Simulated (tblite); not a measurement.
Species: 1,1,1-trichlorobutane, C4H7Cl3.
Cartesian coordinates in Å at the GFN2-xTB level; atoms count from 1:
```
atom  x, y, z in Å
C1     1.9847   -0.0590   -0.0173
C2     0.5548   -0.5837   -0.0401
C3    -0.4365    0.5633   -0.2395
C4    -1.8820    0.1081   -0.2723
Cl5   -2.9587    1.5122   -0.5071
Cl6   -2.1721   -1.0289   -1.6071
Cl7   -2.3450   -0.6840    1.2497
H8     2.1203    0.6514    0.7947
H9     2.6833   -0.8789    0.1247
H10    2.2256    0.4390   -0.9535
H11    0.3375   -1.0939    0.8990
H12    0.4431   -1.3058   -0.8495
H13   -0.3313    1.2859    0.5728
H14   -0.2244    1.0739   -1.1816
```

Level: GFN2-xTB in tblite, geometry and Hessian alike; calculated harmonic values, unscaled, isolated species. Errors from tens to a few hundred cm⁻¹ against measured bands are possible. One conformer, not necessarily the lowest.

Harmonic wavenumbers (cm⁻¹): 65.6, 99.3, 128.9, 214.2, 227.8, 238.2, 262.9, 304.5, 329.9, 382.4, 563.3, 623.7, 697.5, 791.7, 906.2, 939.9, 1061.0, 1097.3, 1114.6, 1126.5, 1225.3, 1268.5, 1279.4, 1350.5, 1417.1, 1451.0, 1487.3, 1500.7, 1501.7, 2974.3, 2979.7, 2998.7, 3006.8, 3039.8, 3042.6, 3052.9.

A = 1743, B = 951.9, C = 934.1 MHz; mass 159.961 u (most abundant isotopes); point group Cs, symmetry number 1.

What is the zero-point energy?

½Σν̃ = 22376 cm⁻¹ = 267.68 kJ/mol.

Entropy at 400 K, 1 bar (ideal gas, RRHO, classical rotation)?

Translation 178.26, rotation 128.01, vibration 133.99: S = 440.3 J/(mol K).

And Cp and H(400 K) − H(0)?

Cp = 163.05 J/(mol K), of which vibrations give 129.80 (their classical limit is 36 R = 299.3); H(400 K) − H(0) = 41.36 kJ/mol without the zero-point energy, 28.06 from vibrations.

Which modes carry the vibrational entropy at 400 K?

65.6 cm⁻¹: 20.34; 99.3 cm⁻¹: 16.92; 128.9 cm⁻¹: 14.78; 214.2 cm⁻¹: 10.69; 227.8 cm⁻¹: 10.20; 238.2 cm⁻¹: 9.85 J/(mol K); the other 30 give 51.22 together.

How do the functions run with temperature in this model?

| T (K) | S (J/(mol K)) | Cp (J/(mol K)) | H − H(0) (kJ/mol) | G − H(0) (kJ/mol) | ln q(vib) |
| --- | --- | --- | --- | --- | --- |
| 150 | 319.5 | 92.4 | 9.15 | -38.77 | 2.17 |
| 250 | 373.8 | 122.1 | 19.92 | -73.54 | 4.42 |
| 298.15 | 396.5 | 135.7 | 26.12 | -92.09 | 5.49 |
| 600 | 515.0 | 205.7 | 78.50 | -230.48 | 11.74 |
| 900 | 606.9 | 246.9 | 146.92 | -399.27 | 17.28 |

q(vib) and H(0) count from the zero-point level.

Hindered rotation and anharmonicity are outside this model. Other conformers, if any are populated, would add a mixing term that is left out.
